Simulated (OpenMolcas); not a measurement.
# As III: the spin-orbit constant, worked from levels

* Program: OpenMolcas 26.06
* Basis: ANO-RCC-VTZP [6s5p3d1f]
* Scalar Hamiltonian: DKH2, point nucleus
* Active space: 3 electrons in 4 orbitals (4s 4p)
* State averaging: 2S+1 = 4 odd, 1 root; 2S+1 = 2 odd, 8 roots; 2S+1 = 4 even, 3 roots; 2S+1 = 2 even, 9 roots
* Spin-orbit coupling: RASSI with atomic mean-field integrals over the reference wave functions, term energies averaged over their components

Methods: CASSCF; SS-CASPT2, IPEA 0.25 Eh, imaginary shift 0.1 Eh (closed shells correlated: 3d). Measured levels: Moore, Atomic Energy Levels, vol. II, NSRDS-NBS 35 (1971 reprint of NBS Circular 467, 1952).

**The spin-orbit constant.** For the Hund term 2P* of p1, E(J) = (A/2) J(J+1) + constant and ζ = 2S·A = A. From J = 1/2 to J = 3/2 the energy changes by 1.5 A.

| Source | E(3/2) - E(1/2) | A | ζ |
| --- | --- | --- | --- |
| CASSCF | 2638.4 | 1758.9 | 1759 |
| SS-CASPT2 | 2638.3 | 1758.9 | 1759 |
| measured | 2940.0 | 1960.0 | 1960 |

All in cm-1. SS-CASPT2 is off by -10.3 % and CASSCF by -10.3 %. Both methods take the spin-orbit matrix elements from the reference wave functions, so the second can move ζ only through the term energies and any multistate remixing.

Over all roots computed the reference weight is 0.89 to 0.99 in SS-CASPT2; the roots of lowest weight are the least certain, and an intruder state may touch them. Computed and measured levels are paired by configuration, term and J; levels that our copy of the source lacks, or whose pairing is in doubt (as where it misses far off the trend of its configuration), stay unpaired and out of the deviations. Levels of configurations outside the active space are missing.

* marks odd parity.
